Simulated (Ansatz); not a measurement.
`C[S][Sn]([F])([F])[F]` at its PBE0-D4/def2-TZVP geometry, where that method's forces vanish. Total charge 0; spin multiplicity 1. Sn takes the def2 core potential.

```xyz
9

C     0.6343   -1.0661   -1.1039
S    -0.6014    0.2585   -1.3207
Sn   -0.6653    1.0306    0.8879
F    -1.1966   -0.2880    2.1430
F    -1.8266    2.5000    1.1456
F     1.0323    1.5673    1.5418
H     1.5899   -0.6683   -0.7678
H     0.2746   -1.8391   -0.4276
H     0.7589   -1.4948   -2.0982
```

What forces (eV/Å) does r2SCAN-D4/def2-TZVPP give on these atoms in the Gaussian-basis code of Ansatz? (Estimate.)

Computed: 
```
C1   0.133 -0.141  0.029
S2  -0.124  0.096 -0.141
Sn3 -0.005 -0.022 -0.090
F4  -0.039 -0.106  0.109
F5  -0.092  0.117  0.026
F6   0.139  0.041  0.061
H7  -0.019 -0.010 -0.006
H8   0.009  0.015 -0.012
H9  -0.002  0.009  0.024
```
